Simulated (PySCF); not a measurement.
Dipole response of Rb- (rubidium, charge -1)

[Kr] 5s2, closed-shell 1S. Computed with PySCF 2.14 in aug-cc-pVQZ-X2C (9s8p6d3f2g, 102 functions), with the spin-free X2C one-electron Hamiltonian (Gaussian nucleus). Coupled (time-dependent) response in atomic units; α is the mean over directions.

```csv
method,mean α (bohr³),C₆ (like pair),S(−4)
UHF,2567,118800,5603000
```

S(−4) is the Cauchy moment in α(ω) = α(0) + S(−4) ω² + …

α(iu) at UHF:

| u (hartree) | α(iu) (bohr³) |
| --- | --- |
| 0 | 2567 |
| 0.0500 | 547.7 |
| 0.100 | 186.5 |
| 0.200 | 57.39 |
| 0.300 | 30.03 |
| 0.500 | 14.61 |
| 0.750 | 8.632 |
| 1.00 | 5.873 |
| 1.50 | 3.231 |
| 2.00 | 2.021 |
| 3.00 | 0.9885 |
| 5.00 | 0.3801 |

A single London oscillator, α(iu) = α/(1 + u²/ω²), gives C₆ = (3/4) ω α². Matching the computed C₆ needs ω = 4 × 118800 / (3 × 2567²) = 0.0240 hartree.

For an ion, C₆ is the dispersion term alone; charge-induced terms of lower order in 1/R come first.

The outer electron is barely bound at this level, so radii and moments hang on the diffuse functions.
